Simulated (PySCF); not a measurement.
Species: C6H14OP (charge -1).
Z-matrix (Å and degrees, PBE0-D3(BJ)/def2-SVP geometry), rows numbered from 1:
```
C 
O   1  1.3764
C   2  1.4522  1  112.56
P   3  1.8461  2  117.85  1   178.93
C   4  1.8899  3  100.09  2   -86.84
C   5  1.5394  4  118.43  3    95.16
C   6  1.5206  5  111.82  4   -66.83
C   6  1.5278  5  111.70  4   167.81
H   1  1.1153  2  112.91  3   -58.97
H   1  1.1161  2  112.90  3    61.39
H   1  1.1043  2  109.08  3  -178.82
H   3  1.1157  2  106.61  1    53.22
H   3  1.1132  2  106.30  1   -59.99
H   5  1.1086  4  106.41  3  -144.28
H   5  1.1120  4  110.29  3   -30.43
H   6  1.1069  5  106.15  4    50.05
H   7  1.1050  6  111.88  5   174.25
H   7  1.1061  6  110.42  5   -65.85
H   7  1.1011  6  109.84  5    52.00
H   8  1.1038  6  111.33  5   -56.32
H   8  1.1050  6  110.57  5    62.73
H   8  1.1051  6  112.29  5  -177.39
```

Computed with PySCF at PBE0/pcSseg-1, non-relativistic, on one gas-phase PBE0-D3(BJ)/def2-SVP geometry that isn't relaxed in the solvent. The solvent is an IEF-PCM continuum (Bondi radii, 1.10 Å for H, scaled by 1.2). Specific hydrogen bonds and non-electrostatic terms are outside this model.

| run | E − E(gas) (kJ/mol) | HOMO (eV) | HOMO–LUMO gap (eV) |
| --- | --- | --- | --- |
| gas | 0.00 | 0.84 | 4.10 |
| P | -210.49 | -3.26 | 5.39 |
| Q | -128.16 | -1.69 | 4.80 |

Question: The runs were made in benzene and tetrahydrofuran. Which run belongs to which solvent?

Answer: P = tetrahydrofuran, Q = benzene. The dielectric constants are 2.271 (benzene), 7.426 (tetrahydrofuran), and the energy falls further as ε rises. In this model the ground state sees the solvent through ε alone.

Question: How constant is the ratio of the lowering to 1 − 1/ε?

Answer: 
```json
{"solvent": "benzene", "1 − 1/ε": "0.560", "E − E(gas) (kJ/mol)": "-128.16", "ratio (kJ/mol)": "-229.0", "polarisation term (kJ/mol)": "-132.69"}
{"solvent": "tetrahydrofuran", "1 − 1/ε": "0.865", "E − E(gas) (kJ/mol)": "-210.49", "ratio (kJ/mol)": "-243.3", "polarisation term (kJ/mol)": "-226.69"}
```

The ratio changes by +6.2 % in size from benzene to tetrahydrofuran. The polarisation term is half the interaction of the solute with the induced surface charges.
